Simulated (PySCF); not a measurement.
Molecule: `N#Cc1cccc(F)c1F`, C7H3F2N.

Bonds (- single, = double, # triple, : aromatic): N1#C2, C2-C3, C3:C4, C4:C5, C5:C6, C6:C7, C7-F8, C7:C9, C9-F10, C9:C3. C4 carries H11; C5 carries H12; C6 carries H13.

Frames of a GFN2-xTB Langevin trajectory at 400 K; GIAO PBE0/pcSseg-1 shieldings in PySCF 2.14.0 with density-fitted response routines, gas phase, non-relativistic; equivalent atoms averaged within each frame.

Chemical shifts δ = σref − σ; ¹⁵N (σ = 267.73 ppm) vs NH3; TMS for ¹³C (σ = 186.93 ppm); CFCl3 for ¹⁹F (σ = 170.95 ppm), all at this level. The references are static minima.

How do the shifts (ppm) fluctuate along the trajectory?

## Answers


```
         time (fs)     N1     C7     C9     C5     C4     C6     C2     C3      F8     F10
optimised geometry  330.1  161.1  163.2  130.2  136.2  128.8  118.6  109.6  -139.0  -134.1
               250  328.6  166.7  160.0  148.4  143.8  127.1  116.7  110.4  -117.5  -135.6
               425  354.9  167.1  171.6  131.3  134.8  130.0  123.1  110.4  -125.8  -123.6
               625  336.5  159.6  160.7  133.9  134.8  124.2  123.2  112.5  -135.7  -137.3
               800  323.5  158.1  160.5  136.2  136.8  138.4  119.2  108.7  -136.5  -124.3
              1000  336.5  162.8  169.5  133.0  133.4  129.9  118.6  114.1  -128.3  -118.8
    mean of frames  336.0  162.9  164.5  136.6  136.7  129.9  120.2  111.2  -128.8  -127.9
standard deviation   11.9    4.1    5.6    6.9    4.1    5.3    2.9    2.1     7.8     8.1
```

5 frames give an uncertainty of the mean of about the standard deviation over 2.2 at best, since frames this close in time may not be independent; classical motion lacks zero-point vibration, and the reference would need the same averaging.
